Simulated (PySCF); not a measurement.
## Excitation energy of Be⁺ by level of theory

Be⁺ [He] 2s1 (2S) → Be⁺ [He] 2p1 (2P), as a difference of total energies. All numbers are calculated (PySCF 2.14, the spin-free X2C one-electron Hamiltonian (Gaussian nucleus), in aug-cc-pVDZ-DK (4s3p2d, 23 functions)). The calculations carry no spin-orbit coupling.

```tsv
method	excitation energy (eV)	error (eV)
UHF	3.993	+0.034
LDA	3.506	-0.453
PBE	3.453	-0.506
PBE0	3.595	-0.364
r2SCAN	3.537	-0.422
PBEsol	3.476	-0.483
wB97M-V	3.755	-0.204
BLYP	3.388	-0.571
B3LYP	3.517	-0.442
```

Reference: 3.959 eV (measured; NIST levels, between the centres of gravity of the two terms).
